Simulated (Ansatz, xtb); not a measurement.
## Ranking isomers of C6H10FN

7 gas-phase structures of C6H10FN, from a drawn sample of its isomers (lower ones may exist). Each was relaxed with GFN2-xTB; where two conformers were screened, the lower at r2SCAN-D4/def2-SVP is listed:

A. `[H]/N=C1\C[C@@H](CC)[C@@H]1F`, a singlet
B. `CC[C@@H]1C=C(N)[C@@H]1F`, a singlet
C. `[H]/N=C1/C[C@@H](CC)[C@@H]1F`, a singlet
D. `CC[C@@H]1C=C(N)[C@H]1F`, a singlet
E. `[H]/N=C1\C[C@@H](CC)[C@H]1F`, a singlet
F. `CC[C@@H]1CC(N)=C1F`, a singlet
G. `[H]/N=C1/C[C@@H](CC)[C@H]1F`, a singlet

**Question.** Estimate their order in r2SCAN-D4/def2-SVP energy at these geometries, lowest first.

**Answer.** Calculated order at r2SCAN-D4/def2-SVP: G (0.0), B (0.1), C (0.1), F (1.1), A (1.2), D (1.2), E (1.3) kcal/mol. Less than 1 kcal/mol parts G and B; B and C; F and A; A and D; D and E, so the order within those pairs means little.

Energies above the lowest of each column, in kcal/mol; the last columns are at PBE-D3(BJ)/def2-SVP geometries and were run for some of them only (a dash: not run or not comparable):

```csv
structure,GFN2-xTB,HF/STO-3G,r2SCAN-D4/def2-SVP,PBE-D3(BJ)/def2-SVP,CCSD(T)/def2-SVP + ΔMP2/def2-TZVPP
G,1.4,0.7,0.0,0.2,0.6
B,7.0,14.6,0.1,1.3,4.2
C,0.0,0.0,0.1,0.0,0.0
F,5.2,9.0,1.1,1.5,5.8
A,1.1,0.3,1.2,–,–
D,6.2,14.5,1.2,2.2,4.4
E,2.4,0.9,1.3,–,–
```

Every level run on C puts it lowest or level with the lowest. CCSD(T)/def2-SVP + ΔMP2/def2-TZVPP orders those it was run on as C (0.0), G (0.6), B (4.2), D (4.4), F (5.8) kcal/mol. Less than 1 kcal/mol parts C and G; B and D, so the order within those pairs means little. Flexible structures stand in one conformer each, not always the lowest. Frequencies (GFN2-xTB) were run for B, C, D, F, G alone. ΔMP2 is the change of the MP2 energy from the smaller to the larger basis.

Over these structures GFN2-xTB departs from r2SCAN-D4/def2-SVP by 2.3 kcal/mol on average once a common shift is removed. A GFN2-xTB relaxation took about 0.12 s and the r2SCAN-D4/def2-SVP energy about 4.2 s on a shared host (Ansatz 0.2.0, xtb 6.7.1).
